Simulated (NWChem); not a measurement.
Species: silicon dioxide molecule (SiO$_{2}$); SMILES O=[Si]=O

```xyz
3

O      0.0000     0.0000    -1.5060
Si     0.0000     0.0000     0.0000
O      0.0000     0.0000     1.5060
```
Atoms are numbered in this order, from 1.

Results from NWChem. Pople sets run with spherical d functions. Structure relaxed at the PBE0-D3(BJ)/def2-TZVP level. Atomic charges in e: unrestrained fits to the electrostatic potential beside Mulliken populations; the two definitions need not agree.

What does the run give for Hartree-Fock/6-31G*? Quantities: ESP O1; Mulliken O1; ESP Si2; Mulliken Si2; ESP O3; Mulliken O3; relative RMS misfit of the potential (%).


* **ESP O1**: -0.72
* **Mulliken O1**: -0.67
* **ESP Si2**: 1.44
* **Mulliken Si2**: 1.34
* **ESP O3**: -0.72
* **Mulliken O3**: -0.67
* **relative RMS misfit of the potential (%)**: 12
